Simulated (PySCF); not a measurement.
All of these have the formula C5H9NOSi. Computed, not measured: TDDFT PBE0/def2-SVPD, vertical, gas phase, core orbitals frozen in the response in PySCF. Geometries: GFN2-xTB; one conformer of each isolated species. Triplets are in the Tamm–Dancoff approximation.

Question: Rank by computed HOMO energy, lowest first.
A. `C[C@]1(C#N)CC[SiH2]O1`
B. `C=N[Si@H](C(C)=O)C=C`
C. `C1C[C@@H]([C@@H]1C#N)[SiH2]O`
D. `CO[C@@H]1[C@@H]([SiH3])[C@@H]1C#N`

Answer: A (-8.64 eV), C (-8.13 eV), D (-7.75 eV), B (-6.61 eV).

```csv
SMILES,HOMO (eV),first f ≥ 0.01 (nm),LUMO (eV),f (S1),α (au),S1 mainly
C[C@]1(C#N)CC[SiH2]O1,-8.64,164,-0.05,0.003,85.8,H→L (96%)
N#C[C@@H]1CC[C@@H]1[SiH2]O,-8.13,–,0.06,0.003,85.8,H→L (95%)
CO[C@@H]1[C@@H]([SiH3])[C@@H]1C#N,-7.75,177,0.02,0.004,93.0,H→L (85%)
C=C[Si@H](N=C)C(C)=O,-6.61,265,-1.37,0.007,98.9,H→L (58%)
```

H and L stand for HOMO and LUMO; a dash means that no computed state gives the value.
